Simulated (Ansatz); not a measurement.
Z-matrix (Å, degrees):
```
C
Te 1 2.209
Sn 1 2.119 2 76.5
H 1 1.084 2 112.3 3 -115.0
H 1 1.084 2 112.3 3 115.0
H 3 1.695 1 118.8 2 105.1
H 3 1.695 1 118.8 2 -105.1
```

The species carries charge 0 and has multiplicity 1. Sn, Te: def2 effective core potential.

**Question.** List the r2SCAN/def2-TZVPP orbital energies in eV (Ansatz 0.2.0). (Estimate.)

**Answer.** Ansatz gave: Occupied: -273.94, -168.31, -137.45, -117.49, -117.40, -117.16, -92.33, -92.21, -92.21, -41.33, -41.32, -41.12, -41.04, -41.00, -26.69, -26.67, -26.66, -26.61, -26.54, -18.47, -14.78, -12.89, -10.99, -9.30, -8.73, -7.28, -6.19, -5.19. Lowest empty: -2.04, -1.36, -0.55, 0.48, 1.01, 2.28, 2.61, 2.73.
